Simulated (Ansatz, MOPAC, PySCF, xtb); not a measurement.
Diatomic CdTe, closed-shell singlet (lowest of 2S+1 = 1, 3 at CCSD(T)/def2-TZVPP on PBE0 minima; our sources give no spin for the ground state, which may be another). No spin–orbit coupling.

Seven points along R, fitted to fifth degree in 1/R; most abundant isotopes. Runs in def2 and cc sets follow the lowest solution found near the PBE0 minimum. The singlet is held restricted. HF and MP2 rows in def2 and cc sets belong to the determinant that coupled cluster picked by its CCSD energy.

Programs: Ansatz (Gaussian orbitals); MOPAC for PM3 (differences of heats of formation); PySCF for 3-21G rows, LANL2DZ rows; xtb for the GFN methods. Each number belongs to the level named beside it. In def2 rows elements past Kr take small-core potentials, without spin–orbit coupling.

```json
[
 {"level": "PM3", "r_e (Å)": "2.591", "ω_e (cm⁻¹)": "171", "ω_e x_e (cm⁻¹)": "0.19", "B_e (cm⁻¹)": "0.0414", "dipole (D)": "-"},
 {"level": "GFN1-xTB", "r_e (Å)": "2.543", "ω_e (cm⁻¹)": "267", "ω_e x_e (cm⁻¹)": "1.1", "B_e (cm⁻¹)": "0.0430", "dipole (D)": "-"},
 {"level": "GFN2-xTB", "r_e (Å)": "2.506", "ω_e (cm⁻¹)": "263", "ω_e x_e (cm⁻¹)": "0.84", "B_e (cm⁻¹)": "0.0442", "dipole (D)": "-"},
 {"level": "HF/3-21G", "r_e (Å)": "2.691", "ω_e (cm⁻¹)": "174", "ω_e x_e (cm⁻¹)": "0.70", "B_e (cm⁻¹)": "0.0384", "dipole (D)": "7.60"},
 {"level": "HF/def2-TZVPP", "r_e (Å)": "2.604", "ω_e (cm⁻¹)": "186", "ω_e x_e (cm⁻¹)": "0.77", "B_e (cm⁻¹)": "0.0410", "dipole (D)": "-"},
 {"level": "HF/def2-QZVPP", "r_e (Å)": "2.596", "ω_e (cm⁻¹)": "188", "ω_e x_e (cm⁻¹)": "0.76", "B_e (cm⁻¹)": "0.0412", "dipole (D)": "-"},
 {"level": "SVWN5/def2-TZVPP", "r_e (Å)": "2.497", "ω_e (cm⁻¹)": "219", "ω_e x_e (cm⁻¹)": "0.58", "B_e (cm⁻¹)": "0.0446", "dipole (D)": "4.23"},
 {"level": "PBE/def2-TZVPP", "r_e (Å)": "2.560", "ω_e (cm⁻¹)": "200", "ω_e x_e (cm⁻¹)": "0.58", "B_e (cm⁻¹)": "0.0424", "dipole (D)": "4.52"},
 {"level": "r2SCAN/def2-TZVPP", "r_e (Å)": "2.528", "ω_e (cm⁻¹)": "212", "ω_e x_e (cm⁻¹)": "0.57", "B_e (cm⁻¹)": "0.0435", "dipole (D)": "4.97"},
 {"level": "B97M-V/def2-TZVPP", "r_e (Å)": "2.577", "ω_e (cm⁻¹)": "192", "ω_e x_e (cm⁻¹)": "0.66", "B_e (cm⁻¹)": "0.0418", "dipole (D)": "4.58"},
 {"level": "B3LYP/LANL2DZ", "r_e (Å)": "2.652", "ω_e (cm⁻¹)": "180", "ω_e x_e (cm⁻¹)": "0.59", "B_e (cm⁻¹)": "0.0395", "dipole (D)": "5.33"},
 {"level": "B3LYP/def2-TZVPP", "r_e (Å)": "2.580", "ω_e (cm⁻¹)": "191", "ω_e x_e (cm⁻¹)": "0.62", "B_e (cm⁻¹)": "0.0417", "dipole (D)": "4.76"},
 {"level": "PBE0/def2-TZVPP", "r_e (Å)": "2.545", "ω_e (cm⁻¹)": "206", "ω_e x_e (cm⁻¹)": "0.60", "B_e (cm⁻¹)": "0.0429", "dipole (D)": "5.18"},
 {"level": "BHLYP/def2-TZVPP", "r_e (Å)": "2.569", "ω_e (cm⁻¹)": "195", "ω_e x_e (cm⁻¹)": "0.66", "B_e (cm⁻¹)": "0.0421", "dipole (D)": "5.47"},
 {"level": "CAM-B3LYP/def2-TZVPP", "r_e (Å)": "2.553", "ω_e (cm⁻¹)": "198", "ω_e x_e (cm⁻¹)": "0.67", "B_e (cm⁻¹)": "0.0426", "dipole (D)": "5.12"},
 {"level": "wB97X-V/def2-TZVPP", "r_e (Å)": "2.540", "ω_e (cm⁻¹)": "206", "ω_e x_e (cm⁻¹)": "0.67", "B_e (cm⁻¹)": "0.0431", "dipole (D)": "5.67"},
 {"level": "wB97M-V/def2-TZVPP", "r_e (Å)": "2.545", "ω_e (cm⁻¹)": "203", "ω_e x_e (cm⁻¹)": "0.66", "B_e (cm⁻¹)": "0.0429", "dipole (D)": "5.48"},
 {"level": "B2PLYP/def2-TZVPP", "r_e (Å)": "2.554", "ω_e (cm⁻¹)": "202", "ω_e x_e (cm⁻¹)": "0.61", "B_e (cm⁻¹)": "0.0426", "dipole (D)": "-"},
 {"level": "MP2/def2-TZVPP", "r_e (Å)": "2.515", "ω_e (cm⁻¹)": "214", "ω_e x_e (cm⁻¹)": "0.54", "B_e (cm⁻¹)": "0.0439", "dipole (D)": "-"},
 {"level": "MP2/def2-QZVPP", "r_e (Å)": "2.496", "ω_e (cm⁻¹)": "222", "ω_e x_e (cm⁻¹)": "0.55", "B_e (cm⁻¹)": "0.0446", "dipole (D)": "-"},
 {"level": "MP2/CBS(def2-TZVPP, def2-QZVPP)", "r_e (Å)": "2.488", "ω_e (cm⁻¹)": "226", "ω_e x_e (cm⁻¹)": "0.57", "B_e (cm⁻¹)": "0.0449", "dipole (D)": "-"},
 {"level": "SCS-MP2/def2-TZVPP", "r_e (Å)": "2.546", "ω_e (cm⁻¹)": "203", "ω_e x_e (cm⁻¹)": "0.57", "B_e (cm⁻¹)": "0.0429", "dipole (D)": "-"},
 {"level": "SCS-MP2/def2-QZVPP", "r_e (Å)": "2.527", "ω_e (cm⁻¹)": "210", "ω_e x_e (cm⁻¹)": "0.59", "B_e (cm⁻¹)": "0.0435", "dipole (D)": "-"},
 {"level": "CCSD/def2-TZVPP", "r_e (Å)": "2.564", "ω_e (cm⁻¹)": "195", "ω_e x_e (cm⁻¹)": "0.61", "B_e (cm⁻¹)": "0.0423", "dipole (D)": "-"},
 {"level": "CCSD/def2-QZVPP", "r_e (Å)": "2.542", "ω_e (cm⁻¹)": "204", "ω_e x_e (cm⁻¹)": "0.64", "B_e (cm⁻¹)": "0.0430", "dipole (D)": "-"},
 {"level": "CCSD(T)/def2-TZVPP", "r_e (Å)": "2.558", "ω_e (cm⁻¹)": "199", "ω_e x_e (cm⁻¹)": "0.59", "B_e (cm⁻¹)": "0.0424", "dipole (D)": "-"},
 {"level": "CCSD(T)/def2-QZVPP", "r_e (Å)": "2.537", "ω_e (cm⁻¹)": "208", "ω_e x_e (cm⁻¹)": "0.61", "B_e (cm⁻¹)": "0.0432", "dipole (D)": "-"},
 {"level": "CCSD(T)/CBS(def2-TZVPP, def2-QZVPP)", "r_e (Å)": "2.527", "ω_e (cm⁻¹)": "212", "ω_e x_e (cm⁻¹)": "0.63", "B_e (cm⁻¹)": "0.0435", "dipole (D)": "-"}
]
```

Correlated levels freeze the inner cores; with def2 sets outer-core shells near the valence are correlated too. CBS(a, b) extrapolates the correlation energy as X⁻³ and adds the Hartree–Fock energy of set b. Rows in 3-21G, LANL2DZ carry no dispersion term and start afresh at each structure; the Pople sets are all-electron and without relativity. LANL2DZ brings its own core potentials from Na on. The state that PM3 reach isn't checked.

Doubts at one or more of the structures used: a restricted determinant that unrestricted orbitals would lower (HF/def2-TZVPP, HF/def2-QZVPP, B2PLYP/def2-TZVPP, MP2/def2-TZVPP, MP2/def2-QZVPP, MP2/CBS(def2-TZVPP, def2-QZVPP), SCS-MP2/def2-TZVPP, SCS-MP2/def2-QZVPP, CCSD/def2-TZVPP, CCSD/def2-QZVPP, CCSD(T)/def2-TZVPP, CCSD(T)/def2-QZVPP, CCSD(T)/CBS(def2-TZVPP, def2-QZVPP)).

Ansatz is an electronic-structure program.
